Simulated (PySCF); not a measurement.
# Computed records: BClGeH₂N, B₂ClGeH₄, BClGeH₄O, BCl₂GeH₂ and others

Computed with PySCF 2.14.0. Calculation on a computer-drawn molecule: the log of a Hartree-Fock and frozen-core CCSD(T) single point meant for a local Hartree-Fock minimum, with one planted fault or none, to be diagnosed. Offsets are logged minus clean, where the clean run is the same molecule without the fault. The reference is restricted for singlets and unrestricted otherwise, and also for a bond in bohr or an excited solution. Adding or removing an electron swaps singlet and doublet. The excited solution moves the top pair (singlet) or top alpha electron (doublet) to the lowest empty orbital. Highest occupied and lowest empty are orbital energies over both spins, largest force is the largest gradient component, triples share is (T) over the correlation energy, the T1 limit is 0.02 restricted and 0.045 unrestricted, electrons count all cores, a negative frequency is imaginary (commonest isotopes), and the dipole is about the centre of nuclear charge; on germanium a core potential holds 10 electrons, which the energies leave out, and 3d is frozen in MP2 and coupled-cluster steps.

Common to all runs: meant charge 0; meant basis cc-pV(D+d)Z; meant basis and core potential on germanium cc-pVDZ-PP ECP10MDF; logged SCF converged yes; possible faults no fault, one electron removed, one electron added, multiplicity raised by two, geometry at a saddle point, SCF held on an excited solution, minimal basis STO-3G, one bond length entered in bohr, all coordinates scaled.

```json
{"entry": 1, "formula": "BClGeH2N", "logged_structure": {"atoms_angstrom": [["Cl", -0.8376, 2.5917, -0.0809], ["B", 0.2418, 1.7556, 0.9405], ["N", 1.0246, 1.1561, 1.6919], ["Ge", 2.1985, 0.14, 2.6335], ["H", 3.4161, 1.0016, 2.9989], ["H", 1.4939, -0.3941, 3.8893]]}, "given": {"meant_multiplicity": 2, "logged_electrons": 63, "logged_basis_functions": 84, "logged_spin_squared": 3.7752, "logged_highest_occupied [eV]": -4.4561, "logged_lowest_empty [eV]": 0.17761, "logged_largest_force [hartree/bohr]": 0.14927, "logged_T1_diagnostic": 0.024874, "logged_D1_diagnostic": 0.1152, "logged_triples_share": 0.030787, "logged_CC_converged": "yes", "logged_dipole_magnitude [debye]": 3.0699, "logged_SCF_stable_within_its_kind": "yes", "logged_energy_HF [hartree]": -833.00665, "logged_energy_CCSD(T) [hartree]": -833.47329, "drawn_bonds_atom": [1, 2, 3, 4, 4], "drawn_bonds_other_atom": [2, 3, 4, 5, 6], "drawn_bonds_order": [1, 2, 1, 1, 1]}, "results": {"planted_fault": "multiplicity raised by two", "HF_energy_offset_from_clean_run [kcal/mol]": 130.9, "CCSD(T)_energy_offset_from_clean_run [kcal/mol]": 153.4}}
{"entry": 2, "formula": "B2ClGeH4", "logged_structure": {"atoms_angstrom": [["Cl", -0.5295, 0.1685, 2.246], ["B", 0.9416, -0.8187, 2.3504], ["B", 1.1325, -2.1733, 1.3559], ["Ge", 1.9094, -2.0873, -0.4869], ["H", 1.7461, -0.4584, 3.1595], ["H", 0.7981, -3.2627, 1.7308], ["H", 2.1654, -3.3149, -1.3532], ["H", 2.4467, -0.8174, -1.1386]]}, "given": {"meant_multiplicity": 2, "logged_electrons": 62, "logged_basis_functions": 94, "logged_spin_squared": 0.0, "logged_highest_occupied [eV]": -15.509, "logged_lowest_empty [eV]": -6.8359, "logged_largest_force [hartree/bohr]": 0.03602, "logged_T1_diagnostic": 0.015498, "logged_D1_diagnostic": 0.049978, "logged_triples_share": 0.027305, "logged_CC_converged": "yes", "logged_dipole_magnitude [debye]": 5.972, "logged_SCF_stable_within_its_kind": "yes", "logged_energy_HF [hartree]": -804.28497, "logged_energy_CCSD(T) [hartree]": -804.7151, "drawn_bonds_atom": [1, 2, 3, 2, 3, 4, 4], "drawn_bonds_other_atom": [2, 3, 4, 5, 6, 7, 8], "drawn_bonds_order": [1, 1, 1, 1, 1, 1, 1]}, "results": {"planted_fault": "one electron removed", "HF_energy_offset_from_clean_run [kcal/mol]": 173.3, "CCSD(T)_energy_offset_from_clean_run [kcal/mol]": 184.9}}
{"entry": 3, "formula": "BClGeH4O", "logged_structure": {"atoms_angstrom": [["Cl", -0.8624, 2.7194, 0.8241], ["B", -0.9819, 1.4082, 2.0538], ["O", -0.5505, 0.1866, 1.7888], ["Ge", 0.2136, -0.5538, 0.3219], ["H", -1.465, 1.7012, 3.1042], ["H", 1.5177, 0.1835, 0.0515], ["H", 0.4441, -1.9993, 0.736], ["H", -0.7742, -0.4346, -0.8302]]}, "given": {"meant_multiplicity": 1, "logged_electrons": 66, "logged_basis_functions": 94, "logged_spin_squared": 2.0189, "logged_highest_occupied [eV]": -5.38, "logged_lowest_empty [eV]": -3.1269, "logged_largest_force [hartree/bohr]": 0.06244, "logged_T1_diagnostic": 0.041034, "logged_D1_diagnostic": 0.26748, "logged_triples_share": 0.029649, "logged_CC_converged": "yes", "logged_dipole_magnitude [debye]": 1.4079, "logged_SCF_stable_within_its_kind": "yes", "logged_energy_HF [hartree]": -854.60344, "logged_energy_CCSD(T) [hartree]": -855.17183, "drawn_bonds_atom": [1, 2, 3, 2, 4, 4, 4], "drawn_bonds_other_atom": [2, 3, 4, 5, 6, 7, 8], "drawn_bonds_order": [1, 1, 1, 1, 1, 1, 1]}, "results": {"planted_fault": "multiplicity raised by two", "HF_energy_offset_from_clean_run [kcal/mol]": 166.8, "CCSD(T)_energy_offset_from_clean_run [kcal/mol]": 162.1}}
{"entry": 4, "formula": "BClGeH4O", "logged_structure": {"atoms_angstrom": [["Cl", -0.8624, 2.7194, 0.8241], ["B", -0.9819, 1.4082, 2.0538], ["O", -0.5505, 0.1866, 1.7888], ["Ge", 0.2136, -0.5538, 0.3219], ["H", -1.465, 1.7012, 3.1042], ["H", 1.5177, 0.1835, 0.0515], ["H", 0.4441, -1.9993, 0.736], ["H", -0.7742, -0.4346, -0.8302]]}, "given": {"meant_multiplicity": 1, "logged_electrons": 65, "logged_basis_functions": 94, "logged_spin_squared": 0.759, "logged_highest_occupied [eV]": -17.288, "logged_lowest_empty [eV]": -9.0551, "logged_largest_force [hartree/bohr]": 0.08082, "logged_T1_diagnostic": 0.033221, "logged_D1_diagnostic": 0.19975, "logged_triples_share": 0.026927, "logged_CC_converged": "yes", "logged_dipole_magnitude [debye]": 5.5243, "logged_SCF_stable_within_its_kind": "yes", "logged_energy_HF [hartree]": -854.4818, "logged_energy_CCSD(T) [hartree]": -855.02219, "drawn_bonds_atom": [1, 2, 3, 2, 4, 4, 4], "drawn_bonds_other_atom": [2, 3, 4, 5, 6, 7, 8], "drawn_bonds_order": [1, 1, 1, 1, 1, 1, 1]}, "results": {"planted_fault": "one electron removed", "HF_energy_offset_from_clean_run [kcal/mol]": 243.1, "CCSD(T)_energy_offset_from_clean_run [kcal/mol]": 256.0}}
{"entry": 5, "formula": "BCl2GeH2", "logged_structure": {"atoms_angstrom": [["Cl", -0.6488, 1.057, 1.2999], ["B", -0.3971, -0.5577, 0.6784], ["Ge", -1.7968, -1.4938, -0.5138], ["Cl", -3.2051, -0.1247, -1.453], ["H", 0.5628, -1.167, 1.0391], ["H", -1.2919, -2.4146, -1.6259]]}, "given": {"meant_multiplicity": 2, "logged_electrons": 73, "logged_basis_functions": 93, "logged_spin_squared": 0.9812, "logged_highest_occupied [eV]": -5.8556, "logged_lowest_empty [eV]": -2.45, "logged_largest_force [hartree/bohr]": 0.055691, "logged_dipole_magnitude [debye]": 3.9885, "logged_SCF_stable_within_its_kind": "no", "logged_energy_HF [hartree]": -1238.1534, "drawn_bonds_atom": [1, 2, 3, 2, 3], "drawn_bonds_other_atom": [2, 3, 4, 5, 6], "drawn_bonds_order": [1, 1, 1, 1, 1]}, "results": {"planted_fault": "SCF held on an excited solution", "HF_energy_offset_from_clean_run [kcal/mol]": 81.83}, "notes": ["coupled-cluster numbers left out as unreliable"]}
{"entry": 6, "formula": "Cl2GeH4Si", "logged_structure": {"atoms_angstrom": [["Cl", -1.985, 3.4409, -2.4939], ["Si", -1.7042, 1.6373, -1.4962], ["Ge", -1.1416, 2.1266, 0.7818], ["Cl", -0.8544, 0.1777, 1.7406], ["H", -2.9595, 0.8718, -1.5699], ["H", -0.6082, 0.9116, -2.1591], ["H", 0.1755, 2.8783, 0.9385], ["H", -2.2591, 2.8212, 1.552]]}, "given": {"meant_multiplicity": 1, "logged_electrons": 83, "logged_basis_functions": 112, "logged_spin_squared": 0.7721, "logged_highest_occupied [eV]": -17.019, "logged_lowest_empty [eV]": -9.1593, "logged_largest_force [hartree/bohr]": 0.088688, "logged_T1_diagnostic": 0.027427, "logged_D1_diagnostic": 0.1775, "logged_triples_share": 0.030861, "logged_CC_converged": "yes", "logged_dipole_magnitude [debye]": 0.94712, "logged_SCF_stable_within_its_kind": "yes", "logged_energy_HF [hartree]": -1503.3778, "logged_energy_CCSD(T) [hartree]": -1503.91528, "drawn_bonds_atom": [1, 2, 3, 2, 2, 3, 3], "drawn_bonds_other_atom": [2, 3, 4, 5, 6, 7, 8], "drawn_bonds_order": [1, 1, 1, 1, 1, 1, 1]}, "results": {"planted_fault": "one electron removed", "HF_energy_offset_from_clean_run [kcal/mol]": 232.3, "CCSD(T)_energy_offset_from_clean_run [kcal/mol]": 232.2}}
```
